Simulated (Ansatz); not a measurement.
Ansatz (a quantum-chemistry and plane-wave program) input (RPA@PBE/def2-QZVPP):
A basis named .json is the Basis Set Exchange file of that set.

Ansatz 0.2 input:
```yaml
crystal:
  periodic: [false, false, false]
  atoms:
    - {symbol: Hg, position_ang: [0.00000000, 0.00000000, 0.00000000]}
    - {symbol: I, position_ang: [-0.00000000, -0.00000000, -2.61216370]}
    - {symbol: I, position_ang: [0.00000000, 0.00000000, 2.61216370]}
basis:
  gaussian:
    orbitals: def2-QZVPP.json
hamiltonian:
  xc: pbe
total_charge: 1
magnetization: {spin_polarized: true, initial_magnetization: 1}
correlation: {method: rpa, electrons: outside_noble_gas}
```

Output:

```
Functional definition: PBE
integrals: 0.78 GiB planned
1596 factors; integrals over basis functions are off by at most 1.0e-3 eV
mean field: 1.45 GiB planned
mean field evaluation 1: about -20370.0347 eV, gradient 2.3e1 eV
mean field evaluation 2: about -20370.0319 eV, gradient 2.3e1 eV
mean field evaluation 4: about -20372.4924 eV, gradient 8.0e0 eV
mean field evaluation 8: about -20372.6404 eV, gradient 2.9e0 eV
mean field evaluation 16: about -20372.7022 eV, gradient 7.3e-6 eV
mean field evaluation 32: about -20372.1987 eV, gradient 4.9e0 eV
mean field evaluation 64: about -20372.1987 eV, gradient 4.9e0 eV
mean field evaluation 96: about -20367.9280 eV, gradient 1.6e1 eV
mean field -20372.70217482 eV, -748.6829958111 hartree, gradient 1.8e-6 eV, S^2 0.752543; 10 other end points of the search recorded, 0 dependent functions left out
22 core orbitals not correlated
reference -20287.57340914 eV, -745.5545713747 hartree; 13, 12 occupied and 217, 218 virtual orbitals, 1596 factors
Total energy: -20318.25306919 eV, -746.6820280861 hartree
```

The spin state was set by rule; other spins were not relaxed.
